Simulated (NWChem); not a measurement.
# CH₆SeSi; SMILES C[Se][SiH3]

Computed with NWChem. The geometry was optimised at PBE0/def2-SVP. Level B3LYP/def2-SVP: energy and gradient on several grids; changes count from the extra-fine grid, which is no exact limit either.

Task: Which is the coarsest grid (medium; fine; coarse; xcoarse; xfine) from which on the energy stays within 500 μHa and each gradient component within 500 μHa/bohr of xfine?

Result: coarse.
```csv
grid,size of the energy change (μHa),largest change of a gradient component (μHa/bohr)
xcoarse,300,2000
coarse,40,70
medium,< 10,70
fine,< 10,< 30
xfine,< 10,< 30
```
